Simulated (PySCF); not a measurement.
# Ga⁵⁺: ionisation energy

Ga⁵⁺ [Ar] 3d8 (3F) → Ga⁶⁺ [Ar] 3d7 (4F), as a difference of total energies. Calculation: PySCF 2.14, in an even-tempered Gaussian basis (21 s from 0.19 bohr⁻², ratio 2.5; 14 p from 0.24 bohr⁻², ratio 2.5; 10 d from 0.24 bohr⁻², ratio 2.5; 5 f from 2.2 bohr⁻², ratio 2.7; 4 g from 3.3 bohr⁻², ratio 2.7); scalar relativity by spin-free X2C-1e. Correlated levels: outer shells: [Ne] frozen; virtual orbitals above 40 to 60 times the deepest correlated orbital energy dropped. The calculations carry no spin-orbit coupling.

```json
{"method": "UHF", "ionisation energy (eV)": "110.51"}
{"method": "LDA", "ionisation energy (eV)": "113.48"}
{"method": "PBE", "ionisation energy (eV)": "113.01"}
{"method": "PBE0", "ionisation energy (eV)": "112.78"}
{"method": "r2SCAN", "ionisation energy (eV)": "112.98"}
{"method": "MP2 (outer shells)", "ionisation energy (eV)": "112.72"}
{"method": "SCS-MP2 (outer shells)", "ionisation energy (eV)": "112.59"}
```

Problem. How much does correlation contribute at MP2 (outer shells)?

Solution. 112.72 − (110.51) = 2.21 eV, measured against UHF.

A first-order spin-orbit estimate (lowest level to lowest level, LS coupling) adds -0.022 eV.

For comparison: 112.7 ± 1.1 eV (theoretical estimate listed by NIST; NIST Atomic Spectra Database, ionization energies).
